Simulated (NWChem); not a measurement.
Everything below was run with NWChem. System: HBN, charge 0, spin multiplicity 2, at a geometry optimised with UB3LYP/def2-SVP. The structure started from a generated list of species. Its SCF solution wasn't tested for a lower state. Level: UMP2/def2-TZVP, 2 core orbitals frozen.

The NWChem input:

```
start mol
memory heap 200 mb stack 900 mb global 1100 mb
geometry units angstroms nocenter noautoz
  B      0.000000     0.000000    -0.613379
  N      0.000000     0.000000     0.694817
  H      0.000000     0.000000    -1.796827
  symmetry group C2v
end
basis spherical
  * library def2-tzvp
end
scf
  uhf
  nopen 1
  maxiter 100
  thresh 1e-7
  semidirect memsize 60000000 filesize 0
  # guess.movecs holds the orbitals of an unrestricted PBE0 run
  vectors input guess.movecs output mol.movecs
end
mp2
  freeze core 2
end
task mp2 energy
```

NWChem printed:

```
             Northwest Computational Chemistry Package (NWChem) 7.3.0
             --------------------------------------------------------

                                NWChem Input Module
                                -------------------

 Scaling coordinates for geometry "geometry" by  1.889725989
 (inverse scale =  0.529177249)

 Turning off AUTOSYM since
 SYMMETRY directive was detected!

                             Geometry "geometry" -> ""
                             -------------------------

 Output coordinates in angstroms (scale by  1.889725989 to convert to a.u.)

  No.       Tag          Charge          X              Y              Z
 ---- ---------------- ---------- -------------- -------------- --------------
    1 B                    5.0000     0.00000000     0.00000000    -0.61337900
    2 N                    7.0000     0.00000000     0.00000000     0.69481700
    3 H                    1.0000     0.00000000     0.00000000    -1.79682700

 Effective nuclear repulsion energy (a.u.)      17.8802290576

            Nuclear Dipole moment (a.u.)
            ----------------------------
        X                 Y               Z
 ---------------- ---------------- ----------------
     0.0000000000     0.0000000000    -0.0000056692

      Symmetry information
      --------------------

 Group name             C2v
 Group number             16
 Group order               4
 No. of unique centers     3

      Symmetry unique atoms

     1    2    3


 Summary of "ao basis" -> "" (spherical)
 ------------------------------------------------------------------------------
       Tag                 Description            Shells   Functions and Types
 ---------------- ------------------------------  ------  ---------------------
 *                         def2-tzvp                  on all atoms

 Summary of "ao basis" -> "ao basis" (spherical)
 ------------------------------------------------------------------------------
       Tag                 Description            Shells   Functions and Types
 ---------------- ------------------------------  ------  ---------------------
 B                         def2-tzvp                11       31   5s3p2d1f
 N                         def2-tzvp                11       31   5s3p2d1f
 H                         def2-tzvp                 4        6   3s1p

                                 NWChem SCF Module
                                 -----------------

  ao basis        = "ao basis"
  functions       =    68
  atoms           =     3
  alpha electrons =     7
  beta  electrons =     6
  charge          =   0.00
  wavefunction    = UHF
  use symmetry    = T
  symmetry adapt  = T

 Summary of "ao basis" -> "ao basis" (spherical)
 ------------------------------------------------------------------------------
       Tag                 Description            Shells   Functions and Types
 ---------------- ------------------------------  ------  ---------------------
 B                         def2-tzvp                11       31   5s3p2d1f
 N                         def2-tzvp                11       31   5s3p2d1f
 H                         def2-tzvp                 4        6   3s1p

      Symmetry analysis of basis
      --------------------------

        a1         32
        a2          6
        b1         15
        b2         15

 Forming initial guess at       0.0s

   Symmetry analysis of molecular orbitals - initial alpha
   -------------------------------------------------------
[...]
 -----------   ------   -------------------------------------------------------
    1 B    5     2.47   0.46  0.53  0.26  0.26  0.02  0.44  0.37  0.06  0.03  0.04  0.01
    2 N    7     4.08   0.41  0.58  0.31  0.46  0.15  0.84  0.93  0.39  0.00  0.02  0.00
    3 H    1     0.45   0.12  0.24  0.08  0.01

   Mulliken analysis of the beta density
   -------------------------------------

    Atom       Charge   Shell Charges
 -----------   ------   -------------------------------------------------------
    1 B    5     2.44   0.46  0.53  0.27  0.26  0.02  0.43  0.36  0.07  0.02  0.02  0.01
    2 N    7     3.11   0.41  0.58  0.29  0.42  0.13  0.48  0.52  0.26  0.00  0.01  0.00
    3 H    1     0.45   0.12  0.25  0.08  0.01

   Mulliken analysis of the spin density
   -------------------------------------

    Atom       Charge   Shell Charges
 -----------   ------   -------------------------------------------------------
    1 B    5     0.03  -0.00  0.00 -0.01  0.00 -0.00  0.01  0.01 -0.01  0.01  0.01  0.00
    2 N    7     0.97   0.00 -0.00  0.02  0.04  0.01  0.36  0.42  0.13  0.00  0.01 -0.00
    3 H    1    -0.00  -0.00 -0.00  0.00 -0.00

       Multipole analysis of the density wrt the origin
       ------------------------------------------------

     L   x y z        total         alpha         beta         nuclear
     -   - - -        -----         -----         ----         -------
     0   0 0 0     -0.000000     -7.000000     -6.000000     13.000000

     1   1 0 0      0.000000      0.000000      0.000000      0.000000
     1   0 1 0     -0.000000     -0.000000      0.000000      0.000000
     1   0 0 1     -1.281484     -1.214908     -0.066570     -0.000006

     2   2 0 0     -9.554893     -4.849186     -4.705707      0.000000
     2   1 1 0     -0.000000     -0.000000     -0.000000      0.000000
     2   1 0 1      0.000000      0.000000     -0.000000      0.000000
     2   0 2 0     -7.878677     -4.869655     -3.009022      0.000000
     2   0 1 1     -0.000000     -0.000000     -0.000000      0.000000
     2   0 0 2     -9.265716    -20.554189    -19.026830     30.315304

                   NWChem MP2 Semi-direct Energy/Gradient Module
                   ---------------------------------------------

  Basis functions       =     68
  Molecular orbitals    =     68
  Frozen core           =      2
  Frozen virtuals       =      0
  Active alpha occupied =      5
  Active beta occupied  =      4
  Active alpha virtual  =     61
  Active beta virtual   =     62
  Use MO symmetry       = T
  Use skeleton AO sym   = T

  AO/Fock/Back tols     =   1.0D-09  1.0D-09  1.0D-09

 GA uses MA = F    GA memory limited = T

 Available:
  local mem=  1.26D+08
 global mem=  1.44D+08
 local disk=  0.00D+00
  mp2_memr nvloc                    61
  nvloc new                    61
   1 passes of   5:        4194304                      24676                   2438711.
   1 passes of   5: M    126153212           G      144169952           F     121958908.

 Semi-direct pass number   1 of   1  for UHF alpha       at        0.4s
  vrange nnbf                  2344
  mp2_eaftype                    10  avail_ma_in_mb                  1099
 EAF : mp2_eaftype filesize          10    1219356.
  mp2_eaf for mointskh                     10
Node 0 wrote      5.7 Mb in      0.0 s     Agg I/O rate:  6656.9 Mb/s
 Done moints_semi at        0.7s
  mp2_eaftype                    10  avail_ma_in_mb                  1089
 EAF : mp2_eaftype filesize          10    1219356.
  mp2_eaf for kh                    10
 Done maket at        0.7s
 Done multipass loop at        0.7s

 GA uses MA = F    GA memory limited = T

 Available:
  local mem=  1.26D+08
 global mem=  1.44D+08
 local disk=  0.00D+00
  mp2_memr nvloc                    62
  nvloc new                    62
   1 passes of   4:        4194304                      21828                   1984444.
   1 passes of   4: M    126153212           G      144169952           F     121958908.

 Semi-direct pass number   1 of   1  for UHF beta        at        0.7s
  vrange nnbf                  2344
  mp2_eaftype                    10  avail_ma_in_mb                  1099
 EAF : mp2_eaftype filesize          10     992222.
  mp2_eaf for mointskh                     10
Node 0 wrote      4.7 Mb in      0.0 s     Agg I/O rate:  9594.9 Mb/s
 Done moints_semi at        1.0s
  mp2_eaftype                    10  avail_ma_in_mb                  1089
 EAF : mp2_eaftype filesize          10     992222.
  mp2_eaf for kh                    10
 Done maket at        1.0s
 Done multipass loop at        1.0s

          -------------------------------------------
          SCF energy                 -79.662610685263
          Correlation energy          -0.244842328422
          Singlet pairs                0.000000000000
          Triplet pairs                0.000000000000
          Total MP2 energy           -79.907453013685
          -------------------------------------------

          ---------------------------------------------------
                    Spin Component Scaled (SCS) MP2
          Same spin pairs                     -0.054998215293
          Same spin scaling factor             0.333333333333
          Opposite spin pairs                 -0.189844113129
          Opposite spin scaling fact.          1.200000000000
          SCS-MP2 correlation energy          -0.246145674186
          Total SCS-MP2 energy               -79.908756359449
          ---------------------------------------------------

 -----------------------
 Performance information
 -----------------------

 Timer overhead =  1.18D-07 seconds/call

               Nr. of calls         CPU time (s)                 Wall time (s)                GFlops
             ---------------    -------------------     ------------------------------   -------------------
Name         Min   Avg   Max    Min     Avg     Max     Min     Avg     Max   Mx/calls   Min     Max     Sum
mp2: moin     2     2     2   0.59    0.59    0.59     0.59    0.59    0.59    0.29      0.0     0.0     0.0
mp2: make     2     2     2   2.56E-2 2.56E-2 2.56E-2  2.56E-2 2.56E-2 2.56E-2 1.28E-2   0.0     0.0     0.0
mp2: tota     1     1     1   0.65    0.65    0.65     0.65    0.65    0.65    0.65      0.0     0.0     0.0

 The average no. of pstat calls per process was 5.00D+00
 with a timing overhead of 5.88D-07s

 Task  times  cpu:        1.0s     wall:        1.0s

 Total times  cpu:        1.0s     wall:        1.0s
```
